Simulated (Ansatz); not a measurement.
Reaction (redistribution): `Cl[SiH2][SiH2][GeH3]` + `CCO[SiH3]` → `CCO[SiH2]Cl` + `[SiH3][SiH2][GeH3]`

Gas-phase electronic energies from Ansatz, PBE0-D4/def2-TZVP geometries. CBS: MP2 limit from def2 TZ/QZ plus the TZ coupled-cluster correction, frozen cores. Functionals use def2-TZVPP. B3LYP here is the variant with VWN-RPA as its local correlation; programs differ in this. For Ge outer-core shells are correlated without core-valence functions, which leaves a few kJ/mol of doubt a bond. Scalar relativity is left out up to krypton. Each species was taken in one conformer, which may not be the lowest.

`Cl[SiH2][SiH2][GeH3]`:

Cartesian coordinates in Å:
```
Cl -0.232 -2.704 -0.871
Si -1.517 -1.155 -0.406
Si -0.347 0.382 0.906
Ge 1.665 0.999 -0.208
H -1.963 -0.543 -1.683
H -2.694 -1.739 0.286
H -1.202 1.582 1.129
H -0.038 -0.234 2.225
H 2.584 -0.222 -0.354
H 1.338 1.545 -1.607
H 2.406 2.089 0.584
```

`CCO[SiH3]`:

```xyz
12

C     0.491   -0.037    1.861
C    -0.112    0.409    0.553
O     0.211   -0.531   -0.456
Si   -0.287   -0.356   -2.010
H     1.576   -0.110    1.777
H     0.251    0.677    2.653
H     0.102   -1.016    2.148
H     0.272    1.400    0.276
H    -1.203    0.494    0.647
H     0.234    0.912   -2.597
H    -1.774   -0.320   -2.093
H     0.240   -1.521   -2.758
```

`CCO[SiH2]Cl`:

Z-matrix (Å, degrees):
```
C
C 1 1.507
H 1 1.091 2 110.5
H 1 1.092 2 110.7 3 120.1
H 1 1.093 2 110.2 3 -119.9
O 2 1.421 1 109.2 3 -59.5
H 2 1.098 1 110.5 3 179.7
H 2 1.096 1 110.6 3 60.7
Si 6 1.625 2 124.4 1 -170.1
Cl 9 2.058 6 111.1 2 -63.1
H 9 1.475 6 106.9 2 178.6
H 9 1.483 6 111.3 2 54.7
```

`[SiH3][SiH2][GeH3]`:

```xyz
11

Si   -0.691    1.188    1.411
Si   -0.124    0.598   -0.778
Ge    0.773   -1.606   -0.836
H    -1.255    2.563    1.472
H     0.518    1.128    2.276
H    -1.701    0.233    1.942
H     0.884    1.554   -1.315
H    -1.332    0.660   -1.648
H    -0.258   -2.612   -0.298
H     2.032   -1.689    0.044
H     1.152   -2.016   -2.269
```

```json
{"level": "PBE-D4", "ΔE (kJ/mol)": "-22.7", "difference from CCSD(T)/CBS": "-0.7"}
{"level": "r2SCAN-D4", "ΔE (kJ/mol)": "-24.2", "difference from CCSD(T)/CBS": "-2.2"}
{"level": "PBE0-D4", "ΔE (kJ/mol)": "-22.5", "difference from CCSD(T)/CBS": "-0.5"}
{"level": "B3LYP-D4", "ΔE (kJ/mol)": "-21.0", "difference from CCSD(T)/CBS": "1.0"}
{"level": "ωB97X-V", "ΔE (kJ/mol)": "-22.1", "difference from CCSD(T)/CBS": "-0.1"}
{"level": "ωB97M-V", "ΔE (kJ/mol)": "-22.6", "difference from CCSD(T)/CBS": "-0.6"}
{"level": "B2PLYP", "ΔE (kJ/mol)": "-22.5", "difference from CCSD(T)/CBS": "-0.5"}
{"level": "PBE", "ΔE (kJ/mol)": "-23.5", "difference from CCSD(T)/CBS": "-1.5"}
{"level": "r2SCAN", "ΔE (kJ/mol)": "-24.4", "difference from CCSD(T)/CBS": "-2.4"}
{"level": "PBE0", "ΔE (kJ/mol)": "-23.3", "difference from CCSD(T)/CBS": "-1.3"}
{"level": "B3LYP", "ΔE (kJ/mol)": "-22.5", "difference from CCSD(T)/CBS": "-0.5"}
{"level": "HF/def2-TZVPP", "ΔE (kJ/mol)": "-21.0", "difference from CCSD(T)/CBS": "1.0"}
{"level": "MP2/def2-TZVPP", "ΔE (kJ/mol)": "-22.1", "difference from CCSD(T)/CBS": "-0.1"}
{"level": "SCS-MP2/def2-TZVPP", "ΔE (kJ/mol)": "-21.0", "difference from CCSD(T)/CBS": "1.0"}
{"level": "CCSD/def2-TZVPP", "ΔE (kJ/mol)": "-22.8", "difference from CCSD(T)/CBS": "-0.8"}
{"level": "CCSD(T)/def2-TZVPP", "ΔE (kJ/mol)": "-23.1", "difference from CCSD(T)/CBS": "-1.1"}
{"level": "HF/def2-QZVPP", "ΔE (kJ/mol)": "-20.9", "difference from CCSD(T)/CBS": "1.1"}
{"level": "MP2/def2-QZVPP", "ΔE (kJ/mol)": "-21.4", "difference from CCSD(T)/CBS": "0.6"}
{"level": "SCS-MP2/def2-QZVPP", "ΔE (kJ/mol)": "-20.5", "difference from CCSD(T)/CBS": "1.5"}
{"level": "HF/CBS(def2)", "ΔE (kJ/mol)": "-20.9", "difference from CCSD(T)/CBS": "1.1"}
{"level": "MP2/CBS(def2)", "ΔE (kJ/mol)": "-21.0", "difference from CCSD(T)/CBS": "1.0"}
{"level": "CCSD/CBS(def2)", "ΔE (kJ/mol)": "-21.7", "difference from CCSD(T)/CBS": "0.3"}
{"level": "CCSD(T)/CBS", "ΔE (kJ/mol)": "-22.0", "difference from CCSD(T)/CBS": "0"}
```

Largest T1 diagnostic among the species: 0.013.
